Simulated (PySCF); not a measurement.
Orbital levels and atomic charges: Al15H18N15

System: Al15H18N15 (flake AlN sheet).

Cartesian coordinates (Å):
```
  1 N     4.7534    0.8349   -0.0016
  2 Al    3.1680    1.7092   -0.0019
  3 N     1.5849    0.8327   -0.0016
  4 Al    1.5833   -0.9946    0.0000
  5 N     3.1689   -1.8524   -0.0005
  6 Al    4.7518   -0.9926    0.0009
  7 N    -7.9354    0.8659   -0.0001
  8 Al   -9.5164    1.7552   -0.0005
  9 N   -11.0663    0.8229    0.0012
 10 Al  -11.0947   -0.9842   -0.0011
 11 N    -9.5110   -1.8364   -0.0010
 12 Al   -7.9212   -0.9637   -0.0003
 13 N    -1.5855    0.8330    0.0008
 14 Al   -3.1684    1.7091   -0.0012
 15 N    -4.7535    0.8353    0.0004
 16 Al   -4.7514   -0.9914    0.0014
 17 N    -3.1691   -1.8512    0.0003
 18 Al   -1.5832   -0.9943    0.0013
 19 Al   -0.0002    1.7069    0.0014
 20 N    -0.0001   -1.8543    0.0004
 21 N     7.9354    0.8648   -0.0006
 22 Al    6.3335    1.7150    0.0016
 23 N     6.3461   -1.8359    0.0028
 24 Al    7.9222   -0.9643    0.0012
 25 N    11.0655    0.8225   -0.0002
 26 Al    9.5157    1.7543   -0.0001
 27 N     9.5117   -1.8364    0.0001
 28 Al   11.0950   -0.9843   -0.0003
 29 Al   -6.3332    1.7157   -0.0002
 30 N    -6.3449   -1.8350    0.0019
 31 H     3.1650    3.2435   -0.0054
 32 H     3.1703   -2.8683   -0.0001
 33 H    -9.5614    3.2846   -0.0016
 34 H   -11.9421    1.3429    0.0017
 35 H   -12.4215   -1.7396   -0.0022
 36 H    -9.4704   -2.8530   -0.0021
 37 H    -3.1664    3.2428   -0.0068
 38 H    -3.1687   -2.8670    0.0000
 39 H     0.0006    3.2425    0.0026
 40 H    -0.0003   -2.8701    0.0009
 41 H     6.3283    3.2517    0.0055
 42 H     6.3548   -2.8521    0.0042
 43 H    11.9412    1.3425   -0.0014
 44 H     9.5604    3.2834   -0.0023
 45 H     9.4704   -2.8528    0.0015
 46 H    12.4221   -1.7385   -0.0026
 47 H    -6.3285    3.2523    0.0009
 48 H    -6.3544   -2.8511    0.0028
```

Method: wB97X-D/6-31G*, gas phase, PySCF, fitting set def2-universal-JFIT up to Ne and JKFIT beyond, grid level 1.

Task: Give the orbital energies near the gap.

Result: 
| orbital | eV |
| --- | --- |
| HOMO-4 | -8.93 |
| HOMO-3 | -8.84 |
| HOMO-2 | -8.75 |
| HOMO-1 | -8.62 |
| HOMO | -8.59 |
| LUMO | 0.85 |
| LUMO+1 | 1.13 |
| LUMO+2 | 1.55 |
| LUMO+3 | 1.74 |

Task: Give the partial charges of the non-hydrogen atoms.

Result: 
```json
{"atom": "N1", "Mulliken": "-0.84", "IAO": "-1.08", "Hirshfeld": "-0.51"}
{"atom": "Al2", "Mulliken": "0.64", "IAO": "0.92", "Hirshfeld": "0.49"}
{"atom": "N3", "Mulliken": "-0.84", "IAO": "-1.08", "Hirshfeld": "-0.51"}
{"atom": "Al4", "Mulliken": "0.86", "IAO": "1.08", "Hirshfeld": "0.53"}
{"atom": "N5", "Mulliken": "-0.92", "IAO": "-0.97", "Hirshfeld": "-0.45"}
{"atom": "Al6", "Mulliken": "0.86", "IAO": "1.08", "Hirshfeld": "0.53"}
{"atom": "N7", "Mulliken": "-0.85", "IAO": "-1.08", "Hirshfeld": "-0.51"}
{"atom": "Al8", "Mulliken": "0.60", "IAO": "0.93", "Hirshfeld": "0.50"}
{"atom": "N9", "Mulliken": "-0.92", "IAO": "-0.97", "Hirshfeld": "-0.45"}
{"atom": "Al10", "Mulliken": "0.64", "IAO": "0.94", "Hirshfeld": "0.50"}
{"atom": "N11", "Mulliken": "-0.92", "IAO": "-0.97", "Hirshfeld": "-0.45"}
{"atom": "Al12", "Mulliken": "0.86", "IAO": "1.07", "Hirshfeld": "0.53"}
{"atom": "N13", "Mulliken": "-0.84", "IAO": "-1.08", "Hirshfeld": "-0.51"}
{"atom": "Al14", "Mulliken": "0.64", "IAO": "0.92", "Hirshfeld": "0.49"}
{"atom": "N15", "Mulliken": "-0.84", "IAO": "-1.08", "Hirshfeld": "-0.51"}
{"atom": "Al16", "Mulliken": "0.86", "IAO": "1.08", "Hirshfeld": "0.53"}
{"atom": "N17", "Mulliken": "-0.92", "IAO": "-0.97", "Hirshfeld": "-0.45"}
{"atom": "Al18", "Mulliken": "0.86", "IAO": "1.08", "Hirshfeld": "0.53"}
{"atom": "Al19", "Mulliken": "0.64", "IAO": "0.92", "Hirshfeld": "0.49"}
{"atom": "N20", "Mulliken": "-0.92", "IAO": "-0.97", "Hirshfeld": "-0.45"}
{"atom": "N21", "Mulliken": "-0.85", "IAO": "-1.08", "Hirshfeld": "-0.51"}
{"atom": "Al22", "Mulliken": "0.65", "IAO": "0.91", "Hirshfeld": "0.49"}
{"atom": "N23", "Mulliken": "-0.92", "IAO": "-0.97", "Hirshfeld": "-0.45"}
{"atom": "Al24", "Mulliken": "0.86", "IAO": "1.07", "Hirshfeld": "0.53"}
{"atom": "N25", "Mulliken": "-0.92", "IAO": "-0.97", "Hirshfeld": "-0.45"}
{"atom": "Al26", "Mulliken": "0.60", "IAO": "0.93", "Hirshfeld": "0.50"}
{"atom": "N27", "Mulliken": "-0.92", "IAO": "-0.97", "Hirshfeld": "-0.45"}
{"atom": "Al28", "Mulliken": "0.64", "IAO": "0.94", "Hirshfeld": "0.50"}
{"atom": "Al29", "Mulliken": "0.65", "IAO": "0.91", "Hirshfeld": "0.49"}
{"atom": "N30", "Mulliken": "-0.92", "IAO": "-0.97", "Hirshfeld": "-0.45"}
```
